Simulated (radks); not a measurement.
Values are calculated unless marked as measured or tabulated.
Species: N. Configuration: [He] 2s2 2p3.

Level of theory: non-relativistic Kohn-Sham, LDA (Slater exchange, Perdew-Wang correlation), spin-polarised, spherical densities, point nucleus; open shells are filled with parallel spins first; hard spherical wall at 3 bohr (a radial shooting solver on a logarithmic mesh with Libxc functionals).

Energy parts (hartree):
| part | energy |
|---|---|
| total | -53.81935 |
| kinetic | 55.30743 |
| electron-nucleus | -130.20876 |
| Hartree | 27.64262 |
| exchange-correlation | -6.56065 |

Orbitals (lengths in bohr, moments of r in powers of bohr):
| orbital | occ. | eigenvalue (hartree) | <r^2> |
|---|---|---|---|
| 1s up | 1 | -13.66006 | 0.07299 |
| 1s down | 1 | -13.58822 | 0.07220 |
| 2s up | 1 | -0.50555 | 1.756 |
| 2s down | 1 | -0.32822 | 1.839 |
| 2p up | 3 | -0.06218 | 1.723 |
| 2p down | 0 | 0.11962 | 1.841 |
| 3s up | 0 | 1.46311 | 3.491 |
| 3s down | 0 | 1.58318 | 3.471 |
| 3p up | 0 | 1.58068 | 3.240 |
| 3p down | 0 | 1.71156 | 3.193 |
| 3d up | 0 | 1.26987 | 3.458 |
| 3d down | 0 | 1.37684 | 3.534 |

The highest occupied level is 2p up at -1.692 eV. Spin moment in Bohr magnetons: 3. The electron density at the nucleus is 203.9 e/bohr^3.
